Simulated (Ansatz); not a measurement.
The cation of H$_{3}$InSe$_{3}$, SMILES `[SeH][In]([SeH])[SeH]` at the neutral geometry.

```yaml
crystal:
  periodic: [false, false, false]
  atoms:
    - {symbol: Se, position_ang: [-2.431432, -0.138332, -0.533345]}
    - {symbol: In, position_ang: [0.008795, -0.014601, -0.005738]}
    - {symbol: Se, position_ang: [0.760068, 0.416215, 2.339128]}
    - {symbol: Se, position_ang: [1.697704, -0.323333, -1.822498]}
    - {symbol: H, position_ang: [-2.790426, 0.122387, 0.867577]}
    - {symbol: H, position_ang: [2.173388, 0.374067, 1.938901]}
    - {symbol: H, position_ang: [0.643204, -0.504303, -2.829826]}
basis:
  gaussian: {orbitals: def2-TZVPP}
total_charge: 1
magnetization: {spin_polarized: true, initial_magnetization: 1}
hamiltonian: {xc: pbe0, dispersion: d4}
```

```sh
$ ansatz run in.yaml --threads 2 --pin off --events-out ev --progress --plain --max-ram 20480MiB --backend cpu
```

Output, abridged:

```
Functional definition: PBE0
1682 factors; integrals over basis functions are off by at most 1.2e-3 eV
mean field evaluation 1: about -201241.3254 eV, gradient 1.6e1 eV
mean field evaluation 2: about -201236.7620 eV, gradient 2.9e1 eV
mean field evaluation 4: about -201242.7915 eV, gradient 6.0e0 eV
mean field evaluation 8: about -201243.0696 eV, gradient 9.1e-1 eV
mean field evaluation 16: about -201243.0768 eV, gradient 4.1e-2 eV
mean field evaluation 32: about -201243.0768 eV, gradient 1.1e-5 eV
mean field -201243.07680529 eV, -7395.5466651378 hartree, gradient 3.9e-6 eV, S^2 0.759906; 14 other end points of the search recorded, 0 dependent functions left out
reference -201243.07683824 eV, -7395.5466663484 hartree; 63, 62 occupied and 173, 174 virtual orbitals, 1682 factors
Total energy: -201243.27065315 eV, -7395.5537889152 hartree
```

Hardware: 2 threads of an AMD EPYC 7R13 on a shared host. Wall time 3.2 min, peak host memory 1.3 GiB.
